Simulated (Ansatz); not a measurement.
Nb₂P₂, relaxed as a triplet with UKS PBE0-D4/def2-SVP in Ansatz, starting from the PBE0-D4/def2-SVP geometry of the neutral singlet. Force threshold 0.02 eV/Å.

In the def2 sets Nb takes a core potential; there is no spin–orbit coupling. At PBE0-D4/def2-SVP a singlet of charge 0 lies 0.55 eV below the triplet, each at its own geometry. The structure comes from a short search, and lower isomers may exist.

Start:

```xyz
4

Nb    0.404    0.946    0.681
Nb   -0.968   -0.765    0.008
P    -0.645    1.072   -1.408
P     1.209   -1.252    0.719
```

| step | energy (eV) | largest force component (eV/Å) | SCF passes |
| --- | --- | --- | --- |
| 1 | -21663.4197 | 3.569 | 53 |
| 2 | -21663.6977 | 1.025 | 58 |
| 3 | -21663.7347 | 0.343 | 49 |
| 4 | -21663.7382 | 0.008 | 49 |

Force components are those of the run's own axes.

End:

Cartesian coordinates in Å:
```
Nb 0.477 1.005 0.683
Nb -1.000 -0.838 -0.043
P -0.647 1.055 -1.361
P 1.170 -1.222 0.722
```

By distances, no bond broke or formed. The bond that changes most is Nb2–P3, from 2.34 to 2.33 Å (atoms count from 1).

No frequencies were taken in this run, so the end may be a saddle point.

It took 18 s on 4 threads of Arm Neoverse V1 on a shared host.
